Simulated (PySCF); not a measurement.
ClCu, multiplicity 1. Atoms are numbered in the order given.

```xyz
2

Cu     0.0000     0.0000    -0.7675
Cl     0.0000     0.0000     1.3092
```

Geometry: PBE0-D3(BJ)/def2-TZVPD. The spin state was assumed, not searched.

These are r2SCAN/def2-TZVPD run with PySCF values and carry that method's errors.

Mulliken values depend strongly on the basis, most of all with diffuse functions as here. ESP charges are fitted to the potential on shells at 1.4 to 2.0 van der Waals radii. Atomic charges (e):

```json
[
 {"atom": "Cu1", "IAO": "0.61", "Mulliken": "0.32", "ESP fit": "?"},
 {"atom": "Cl2", "IAO": "-0.61", "Mulliken": "-0.32", "ESP fit": "?"}
]
```

Q: Fill in the missing entries. (Estimate from the structure and the level; the computed values follow.)

A: 
- Cu1, ESP fit: 0.52
- Cl2, ESP fit: -0.52
